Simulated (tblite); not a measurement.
Species: C₂H₁₀Ge₂N₂Si.
Cartesian coordinates in Å at the GFN2-xTB level; atoms count from 1:
```
atom  x, y, z in Å
N1    -2.5215    2.1146   -0.7404
C2    -1.3848    1.9882   -0.6678
C3     0.0031    1.7152   -0.5321
Si4    0.1228   -0.0375    0.2610
N5    -0.2938    0.2555    1.9114
Ge6   -1.3930   -1.3996   -0.9424
Ge7    2.3495   -0.7728    0.2749
H8     0.4721    2.4659    0.1025
H9     0.4769    1.7323   -1.5140
H10   -0.0859   -0.4503    2.6006
H11   -1.1903    0.6735    2.1145
H12   -1.8919   -0.8300   -2.2313
H13   -0.8527   -2.7488   -1.3278
H14   -2.6330   -1.7302   -0.1680
H15    3.0805   -0.5401    1.5613
H16    3.2487   -0.1746   -0.7653
H17    2.4862   -2.2492    0.0530
```

All values are computed: GFN2-xTB (tblite) harmonic vibrations without scaling, gas phase. The method is semi-empirical: single wavenumbers can be off by several per cent or more. Modes of hydrogen on germanium can be 10 to 20 % off. One conformer, not necessarily the lowest. The optimisation stopped once no atom felt more than 0.01 eV/Å.

Lowest wavenumbers of the output (negative numbers stand for imaginary wavenumbers):
```
mode    cm-1
  1     -20.5
  2      27.6
  3      45.8
  4      64.2
  5      70.9
  6     117.5
  7     128.9
  8     155.5
  9     165.6
 10     218.4
 11     277.9
 12     348.7
 13     357.2
 14     369.8
 15     386.2
```

Question: Is this structure a minimum?

Answer: Not by this Hessian. 1 mode is imaginary beyond 20i (20i cm⁻¹), so at this level the point lies at or near a first-order saddle. The curvature is small, so loose convergence or finite differences may be the whole cause.

Question: Which atoms move in the imaginary mode?

Answer: 20i: N1 (nitrile nitrogen) 34 %, H14 (Ge–H hydrogen) 14 %, Ge6 (germanium bonded to Si and 3 H) 12 %, H13 (Ge–H hydrogen) 10 %. These are shares of the mass-weighted motion.

Question: What is the remedy?

Answer: Step along that mode in both directions, optimise again with tighter thresholds and repeat the frequencies. The zero-point energy of this point (66.1 kcal/mol) counts the 44 real modes alone, and thermal corrections from it aren't those of a minimum.
